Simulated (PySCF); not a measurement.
CCl3F, SMILES FC(Cl)(Cl)Cl. Atoms are numbered in the order given.

```xyz
5

F      0.0000     0.0000     1.5902
C      0.0000     0.0000     0.2571
Cl     1.4634     0.8449    -0.3109
Cl     0.0000    -1.6898    -0.3109
Cl    -1.4634     0.8449    -0.3109
```

Coordinates come from a B3LYP-D3(BJ)/def2-SVP optimisation.

Calculation: M06-2X/def2-TZVP (PySCF).

Atomic charges (e):

```
atom  Mulliken  meta-Löwdin
----  --------  -----------
F1       -0.12        -0.24
C2        0.17         0.33
Cl3      -0.02        -0.03
Cl4      -0.02        -0.03
Cl5      -0.02        -0.03
```

Computed Mayer and Wiberg (Löwdin basis) orders of the bonds:
| bond | Mayer | Wiberg |
|---|---|---|
| F1–C2 | 1.10 | 1.83 |
| C2–Cl3 | 1.17 | 1.69 |
| C2–Cl4 | 1.17 | 1.69 |
| C2–Cl5 | 1.17 | 1.69 |
